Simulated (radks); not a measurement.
Neutral strontium inside a hard spherical wall (all orbitals vanish at R), configuration held at [Kr] 5s2 and not refilled when levels cross. Method: scalar-relativistic Kohn-Sham, r2SCAN, spin-polarised, spherical densities, finite nucleus; meta-GGA in the generalised Kohn-Sham scheme; Fermi nuclear charge, rms radius 4.224 fm; computed with a radial shooting solver on a logarithmic mesh with Libxc functionals. Eigenvalues in eV for spin up, with the zero of energy where the potential of the charges vanishes at infinity; a dash marks a level that is unbound or too diffuse for the functional's potential to be trusted. A positive occupied level is held by the wall or, in an anion where self-interaction has pushed it up, behind a barrier. The pressure on the wall is -dE/dV.

| R (bohr) | E (hartree) | kinetic (hartree) | e(3d) | e(4s) | e(4p) | e(5s) | e(5p, empty) | e(4d, empty) | pressure (GPa) |
|---|---|---|---|---|---|---|---|---|---|
| free | -3179.98270 | 3261.090 | -130.18 | -42.379 | -23.668 | -3.580 | -1.197 | -1.065 | 0 |
| 20 | -3179.98270 | 3261.090 | -130.18 | -42.379 | -23.668 | -3.580 | -1.197 | -1.065 | < 0.0001 |
| 15 | -3179.98268 | 3261.090 | -130.18 | -42.375 | -23.664 | -3.578 | -1.188 | -1.061 | 0.000282 |
| 10 | -3179.97905 | 3261.120 | -129.94 | -42.144 | -23.437 | -3.410 | -0.842 | -0.853 | 0.0803 |
| 8 | -3179.95989 | 3261.229 | -129.25 | -41.485 | -22.794 | -2.840 | 0.149 | -0.259 | 0.746 |
| 7 | -3179.92722 | 3261.375 | -128.50 | -40.779 | -22.111 | -2.076 | 1.388 | 0.415 | 2.35 |
| 2 | -3160.84269 | 3318.076 | -63.968 | 15.536 | 40.070 | 188.23 | 212.99 | 81.917 | 22200 |
